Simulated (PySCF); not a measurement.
2-butoxy-1,3,2-dioxaphospholane 2-oxide (`CCCCOP1(=O)OCCO1`). Level of theory: PBE0-D3(BJ)/def2-SVP geometry optimisation, gas phase in PySCF 2.14.0.

```
atom  x, y, z in Å
C1     3.8675    0.7218   -0.6258
C2     2.9613   -0.2919    0.0536
C3     1.5009   -0.1501   -0.3513
C4     0.6068   -1.1502    0.3490
O5    -0.7561   -1.0306   -0.0702
P6    -1.6944    0.1037    0.5567
O7    -1.0970    0.8401    1.6807
O8    -3.1084   -0.6388    0.8367
C9    -3.9851   -0.5039   -0.2697
C10   -3.6013    0.8217   -0.9260
O11   -2.1992    0.9372   -0.7452
H12    4.9138    0.6090   -0.3041
H13    3.5556    1.7524   -0.3930
H14    3.8416    0.6091   -1.7216
H15    3.3097   -1.3141   -0.1798
H16    3.0448   -0.1877    1.1498
H17    1.1469    0.8660   -0.1062
H18    1.3925   -0.2747   -1.4425
H19    0.6658   -1.0201    1.4415
H20    0.8968   -2.1831    0.1049
H21   -5.0215   -0.5132    0.0946
H22   -3.8380   -1.3518   -0.9608
H23   -4.1065    1.6731   -0.4387
H24   -3.8265    0.8410   -2.0013
```

Question: Which two atoms are farthest apart?

Answer: H12···H21, 10.01 Å; the next longest distance is 9.12 Å.

Question: Work out the bond lengths C3–H17, P6=O7, O8–C9, C9–H22, C10–O11 in bohr.

Answer: For C3–H17 the difference vector is (-0.3540, 1.0161, 0.2451) Å, of length 1.1036 Å. 1 bohr = 0.529177 Å. C3–H17 2.085; P6=O7 2.779; O8–C9 2.680; C9–H22 2.086; C10–O11 2.680 bohr.

Question: What is the repulsion energy of the bare nuclei, Σ ZA·ZB/RAB?

Answer: 808.20 Eh over 276 pairs, with full nuclear charges and distances in bohr; the largest single term is 43.18 Eh (P6 with O7).

Question: Where is the centre of mass (commonest isotopes), and what is the radius of gyration?

Answer: Mass 180.055 u; centre at (-0.804, -0.012, 0.102) Å; Rg = √(Σ m r²/M) = 2.637 Å. As Ia + Ib + Ic = 2 Σ m r², the three principal moments sum to 2503.2 u·Å².

Question: What are the angles H12–C1–H13, C4–O5–P6, O7–P6–O8, O8–C9–C10?

Answer: From the scalar product of the two bond vectors; for H12–C1–H13 it is -0.3677 Å² over 1.1004 × 1.1016 Å², cos θ = -0.3033. H12–C1–H13 107.7°; C4–O5–P6 120.2°; O7–P6–O8 116.8°; O8–C9–C10 105.2°.

Question: How far apart are these pairs, which share no bond: C3···C10, P6···H13, O7···H13, C10···H14, H13···H15, H15···H18, H21···H24?

Answer: C3···C10 5.226 Å (5 bonds apart); P6···H13 5.584 Å (6 bonds apart); O7···H13 5.175 Å (7 bonds apart); C10···H14 7.488 Å (8 bonds apart); H13···H15 3.084 Å (3 bonds apart); H15···H18 2.520 Å (3 bonds apart); H21···H24 2.767 Å (3 bonds apart).

Question: Give the dihedral angles P6–O8–C9–H22, H17–C3–C4–H20, C2–C3–C4–O5, H16–C2–C3–C4.

Answer: P6–O8–C9–H22 90°; H17–C3–C4–H20 178° (antiperiplanar); C2–C3–C4–O5 -178° (antiperiplanar); H16–C2–C3–C4 -57° (synclinal). Dihedral signs follow IUPAC: positive where, seen along the central bond, the front bond turns clockwise onto the rear one.

Question: Write the matrix of distances between heavy atoms (Å, lower triangle).

Answer: 
```
C1    0.000
C2    1.520  0.000
C3    2.537  1.522  0.000
C4    3.884  2.523  1.513  0.000
O5    4.976  3.792  2.439  1.431  0.000
P6    5.720  4.699  3.331  2.629  1.600  0.000
O7    5.475  4.516  3.444  2.939  2.585  1.471  0.000
O8    7.256  6.130  4.785  3.782  2.551  1.621  2.635  0.000
C9    7.956  6.957  5.498  4.678  3.278  2.510  3.735  1.418  0.000
C10   7.475  6.728  5.226  4.819  3.501  2.520  3.615  2.342  1.528  0.000
O11   6.072  5.365  3.877  3.664  2.532  1.626  2.666  2.411  2.344  1.418  0.000
```

No frequency check. One conformer, not necessarily the lowest.
